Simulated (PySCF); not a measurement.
**Pb(NH2)2: from a saddle point downhill**

PySCF 2.14.0, RKS B3LYP, Pb def2-SVP with ECP60, N def2-SVP, H def2-SVP; non-relativistic Hamiltonian with scalar-relativistic core potentials where named; density fitting; no spin-orbit coupling. Relaxed within the symmetry of its start, the geometry (D2d) is

```xyz
7

Pb    0.0000    0.0000    0.0000
N     0.0000    0.0000    2.3413
H     0.5759    0.5759    2.9681
H    -0.5759   -0.5759    2.9681
N     0.0000    0.0000   -2.3413
H     0.5759   -0.5759   -2.9681
H    -0.5759    0.5759   -2.9681
```

and its lowest harmonic modes are -228, -228, 201, 201, 324, 413 cm⁻¹ (negative: unstable). It was moved along the lowest mode and relaxed again.

Question: Where does it end, and how much lower?

Answer: In C2, 1.965 eV lower, after 37 steps:
```xyz
7

Pb    0.0672   -1.3757    0.0123
N    -0.2692    0.1059    1.5490
H    -0.1658    1.1093    1.4083
H    -0.1881   -0.1159    2.5393
N     0.2475    0.1060   -1.5507
H     0.1770   -0.1418   -2.5355
H     0.0198    1.0901   -1.4227
```

Question: How do the contacts change?

Answer: 
| contact | saddle (Å) | end (Å) |
| --- | --- | --- |
| Pb1–N2 (NH2) | 2.341 | 2.161 |
| Pb1–N5 (NH2) | 2.341 | 2.161 |


Question: Is the end a minimum?

Answer: Yes; lowest modes 163, 207, 234, 303, 378, 520 cm⁻¹.

State: singlet.
